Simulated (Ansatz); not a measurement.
`O=C[SiH]([SiH3])[SiH3]` + H₂ → `[SiH3][SiH2][SiH3]` + `C=O`  (hydrogenolysis of the Si–C bond)

Calculated with Ansatz (gas phase, PBE0-D4/def2-TZVP geometries, no zero-point term in ΔE). CCSD(T)/CBS adds triple-zeta CCSD(T) − MP2 to the extrapolated MP2 energy (def2 sets, frozen cores). This one scheme is used for every species. Functionals use def2-TZVPP. One conformer a species, not always the lowest.

CCSD(T)/CBS gives -8.3 kcal/mol.

(1) Another level gave -8.2 kcal/mol. Which?
A. MP2/def2-TZVPP
B. SCS-MP2/def2-TZVPP
C. CCSD/def2-TZVPP
D. r2SCAN-D4/def2-TZVPP

Largest T1 diagnostic among the species: 0.016.

Answers

(1) A. MP2/def2-TZVPP -8.2, CCSD/def2-TZVPP -10.8, r2SCAN-D4 -6.6, SCS-MP2/def2-TZVPP -9.7 kcal/mol.

From PBE to PBE0 (25 % exact exchange), in def2-TZVPP and without D4, ΔE moves by −2.1 kcal/mol. The D4 term adds +2.5 kcal/mol with B3LYP and +1.4 kcal/mol with PBE0; it sums over pairs of atoms, weighted by their polarisabilities, and B3LYP, whose exchange is more repulsive, gets the larger term. In def2-TZVPP, CCSD(T) changes the Hartree–Fock value by +6.3 kcal/mol (the triples alone add +1.6 kcal/mol) and MP2 by +7.3 kcal/mol.

B3LYP here is the variant with VWN-RPA as its local correlation; programs differ in this.
